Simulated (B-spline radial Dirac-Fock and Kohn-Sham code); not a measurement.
**Two-hole binding energies of Ge³⁺**

System: Ge³⁺, configuration [Ar] 3d10 4s1, inside a Watson sphere of charge -3 and radius 3 Å (a model of the Madelung potential; inside it an electron's potential energy is raised by 14.4 eV).

The run's input, task.json:

```json
{"items": [{
  "Z": 32,
  "q": 3,
  "cfg": [[1, 0, 2], [2, 0, 2], [2, 1, 6], [3, 0, 2], [3, 1, 6], [3, 2, 10], [4, 0, 1]],
  "A": 74,
  "rrms": 4.0742,
  "watson": [-3, 3.0],
  "do": ["binding", "quiet", "double"]
}]}
```

Launch: `python xray_run.py task.json out`

Model: Dirac-Fock (average of configuration) total-energy differences with a finite nucleus, the Breit interaction including its frequency dependence, and self-energy and vacuum-polarisation corrections. Program: an atomic code on a B-spline grid. U is the two-hole binding energy less the two single-hole energies, the effective repulsion of the holes after relaxation. Each two-hole energy is an average over J within one jj subconfiguration.

```
          holes  E(a) (eV)  E(b) (eV)  E(ab) (eV)  U (eV)
   1s⁻¹ 2p3/2⁻¹    11135.3     1249.1     12502.9   118.5
   1s⁻¹ 3p1/2⁻¹    11135.3      158.9     11330.5    36.3
   1s⁻¹ 3d3/2⁻¹    11135.3      58.73     11223.9    29.9
   1s⁻¹ 3d5/2⁻¹    11135.3      58.18     11223.2    29.8
   2s⁻¹ 2p1/2⁻¹     1448.9     1280.3      2796.3    67.1
        2p1/2⁻²     1280.3     1280.3      2649.8    89.1
        2p3/2⁻²     1249.1     1249.1      2580.9    82.7
   2s⁻¹ 3p1/2⁻¹     1448.9      158.9      1640.0    32.2
   2s⁻¹ 3p3/2⁻¹     1448.9      154.6      1635.4    31.9
   2s⁻¹ 3d3/2⁻¹     1448.9      58.73      1538.4    30.8
2p1/2⁻¹ 3p3/2⁻¹     1280.3      154.6      1467.7    32.7
2p1/2⁻¹ 3d5/2⁻¹     1280.3      58.18      1369.6    31.1
        3p1/2⁻²      158.9      158.9       347.2    29.3
3d3/2⁻¹ 3d5/2⁻¹      58.73      58.18           ?       ?
```

Question: Give the missing two-hole energy and U.

Answer: E(ab) = 143.6 eV and U = 26.7 eV.

Values without a named source are computed, but for edge energies of neutral atoms, which are taken from tables.
